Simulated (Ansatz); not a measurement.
```yaml
crystal:
  periodic: [false, false, false]
  atoms:
    - {symbol: C, position_ang: [-0.667029, -0.007091, -1.116476]}
    - {symbol: C, position_ang: [0.052744, -0.534501, 0.147989]}
    - {symbol: F, position_ang: [-0.953478, -1.396739, 0.815365]}
    - {symbol: Al, position_ang: [0.724845, 0.689654, 1.490249]}
    - {symbol: H, position_ang: [-1.291857, -0.685118, -1.699849]}
    - {symbol: h, position_ang: [-1.355262, 1.083816, -0.794718]}
    - {symbol: H, position_ang: [0.257059, 0.456067, -1.745764]}
    - {symbol: H, position_ang: [0.612362, -1.412538, -0.395703]}
    - {symbol: H, position_ang: [0.390167, 0.856365, 2.556003]}
    - {symbol: H, position_ang: [1.975392, 1.123621, 0.816929]}
basis:
  gaussian: {orbitals: ANO-RCC-VTZP}
hamiltonian: {xc: {name: wB97X}}
accuracy: high
output: {forces: true}
```

```sh
$ ansatz run in.yaml --threads 2 --pin off --events-out ev --progress --plain --max-ram 4352MiB
```

Shortened log:

```
Error: YAML parse error: error: line 9 column 16: `h` is not an element symbol (H … Og, case-exact)
 7 |     - {symbol: Al, position_ang: [0.724845, 0.689654, 1.490249]}
 8 |     - {symbol: H, position_ang: [-1.291857, -0.685118, -1.699849]}
 9 |     - {symbol: h, position_ang: [-1.355262, 1.083816, -0.794718]}
10 |     - {symbol: H, position_ang: [0.257059, 0.456067, -1.745764]}
11 |     - {symbol: H, position_ang: [0.612362, -1.412538, -0.395703]}
```

Q: What is wrong with this run?

A: An element symbol is wrong. The input was rejected before any iteration.
